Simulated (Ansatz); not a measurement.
The same path of BClH₃OP (7 atoms, charge 0, multiplicity 1) was run twice with different band settings. The coordinate that changes most is the height of P3 over the plane of its neighbours.

Computed with RKS PBE/def2-mTZVP (Ansatz).

Relaxed end points:

```xyz
7
Properties=species:S:1:pos:R:3
O -0.589 1.381 -0.328
B -0.337 0.046 -0.337
P 0.281 -0.835 1.264
Cl -0.753 -0.925 -1.790
H -0.996 1.701 -1.158
H 1.178 0.202 1.680
H 1.277 -1.639 0.624
```

```xyz
7
Properties=species:S:1:pos:R:3
O -0.838 1.276 -0.167
B -0.203 0.103 -0.425
P 1.408 -0.361 0.529
Cl -0.769 -0.934 -1.779
H -1.579 1.458 -0.778
H 0.981 0.118 1.809
H 1.062 -1.728 0.765
```

Common settings: movable images 9; climbing image yes; spring 5.0 eV/Å²; optimiser quadratic models (default); start path IDPP; iteration limit 60; end points relaxed.

| run | force threshold |
| --- | --- |
| 1 | 0.05 eV/Å |
| 2 | 0.2 eV/Å |

Question: What does each run give, and how far can it be trusted?

Answer: Run 1: converged after 7 iterations, highest image 0.711 eV above the first end. A vibrational analysis at the climbing image gives one clearly imaginary mode, 618i cm⁻¹: a first-order saddle point.
Run 2: converged after 4 iterations, highest image 0.712 eV above the first end. The threshold of 0.2 eV/Å is loose, so the images may lie well off the minimum-energy path. Another band between the same ends (9 images) ends at a top of the same energy, where a vibrational analysis finds 1 clearly imaginary mode.
